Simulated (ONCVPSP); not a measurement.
# Before and after: ONCV potential for Mo (Z = 42)

ONCVPSP 4.0.1 input, shortened (lines: element, Z, core and valence counts, functional; n l f; lmax; l rc ep ncon nbas qcut; lloc lpopt rc5 dvloc0; l nproj debl; icmod fcfact rcfact), Wu-Cohen, scalar-relativistic:

```
  Mo 42.00    6    4  -118130      upf
    1    0    2.00
    2    0    2.00
    2    1    6.00
    3    0    2.00
    3    1    6.00
    3    2   10.00
    4    0    2.00
    4    1    6.00
    4    2    5.00
    5    0    1.00
    2
    0    1.90    0.00    4    9    8.40
    1    1.75    0.00    3    8    8.50
    2    1.60    0.00    4    8    5.60
    4    5    1.50    0.00
    0    2    3.30
    1    1    1.80
    2    1    2.60
    3    4.75    1.20
```

Change: all radii but the core radius scaled by about 0.86 (s 1.62, p 1.50, d 1.38 bohr); local potential polynomial inside 1.28 bohr (lpopt 5, dvloc0 0 Ha).

Cutoffs: the cutoffs (Ha) at which the residual kinetic energy of the hardest occupied pseudo-wave falls to 1 and 0.1 mHa per electron; they do not see the model core or the augmentation charge, which bear on the density cutoff. Errors are all-electron minus pseudo energies relative to the spin-unpolarised reference configuration.

Task: How do hardness, ghosts and transferability respond?

Result: The potential gets harder (25 Ha and 82 Ha → 32 Ha and 110 Ha); the bound ghost in d disappears; of the 3 tests that both files solve, the error grows in 1 and shrinks in 1 by more than 15 % and 0.3 meV (median size 2.0 → 1.7 meV). A smaller radius makes the pseudo-wave follow the all-electron one further in, where it bends more sharply, so more plane waves are needed.

| quantity | base | changed |
| --- | --- | --- |
| cutoff, loose | 25 Ha | 32 Ha |
| cutoff, tight | 82 Ha | 110 Ha |
| loose cutoff by channel | s 19 Ha, p 16 Ha, d 25 Ha | s 23 Ha, p 23 Ha, d 32 Ha |
| bound ghosts | d | none |
| GHOST(+) flags under 300 eV | none | s at 244.4 eV |
| tests with a reliable result | 3 of 4 | 3 of 4 |
| error for 4s2 4p6 4d5 5s0, meV [ΔE 6.89 eV] | -2.0 | -1.7 |
| error for 4s2 4p6 4d4 5s0, meV [ΔE 22.34 eV] | -1.4 | +0.1 |
| error for 4s2 4p6 4d3 5s0, meV [ΔE 49.07 eV] | +4.8 | +7.4 |
| rms error of d²Exc/dni dnj with the model core, mHa | 0.43 | 0.71 |

 A true bound ghost makes a file unfit for plane-wave use even where its test errors are small: the radial tests pick states by their node count and pass the ghost by.
